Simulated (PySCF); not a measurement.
Simulated outer-valence photoelectron spectrum of `[BH2][GeH2][C]#C`. Method used: EOM-IP-CCSD/aug-cc-pVDZ in PySCF, restricted Hartree–Fock reference, 12 core orbitals frozen, non-relativistic, gas phase, PBE0-D3(BJ)/def2-SVP geometry.

Each root has a Gaussian of 0.5 eV full width with its one-hole share as area; cross sections and vibrations are left out, and the highest printed point is 100.

```tsv
ionisation energy (eV)	intensity
9.6	2
9.8	13
10.0	45
10.2	73
10.4	78
10.6	61
10.8	27
11.0	12
11.2	30
11.4	56
11.6	42
11.8	14
12.0	10
12.2	45
12.4	100
12.6	96
12.8	40
13.0	10
13.2	18
13.4	47
13.6	52
13.8	24
14.0	5
14.2	0
14.4	0
14.6	0
14.8	0
15.0	0
15.2	0
15.4	0
15.6	0
15.8	0
16.0	0
16.2	3
16.4	19
16.6	47
16.8	49
17.0	21
17.2	9
17.4	25
17.6	51
17.8	44
18.0	15
18.2	2
18.4	0
```

Problem. Where are the maxima, and how many lines lie under the curve?

Solution. 6 maxima, at 10.3, 11.4, 12.5, 13.5, 16.7 and 17.7 eV, from 8 lines. At this width some lines have no maximum of their own.

Problem. List the lines with their holes.

Solution. 
| E (eV) | leading hole (HF orbital) | area | Koopmans (eV) |
| --- | --- | --- | --- |
| 10.16 | HOMO | 0.96 | 10.39 |
| 10.53 | HOMO-1 | 0.96 | 10.65 |
| 11.44 | HOMO-2 | 0.95 | 11.91 |
| 12.44 | HOMO-3 | 0.94 | 13.11 |
| 12.54 | HOMO-4 | 0.94 | 13.55 |
| 13.53 | HOMO-5 | 0.94 | 14.68 |
| 16.71 | HOMO-6 | 0.90 | 18.14 |
| 17.66 | HOMO-7 | 0.90 | 19.52 |

The widest gap, 3.18 eV, lies between 13.53 and 16.71 eV. Only orbitals with −ε under 21 eV, eight at most, were ionised, so the high end of the curve may lack lines.

One conformer stands for the species.
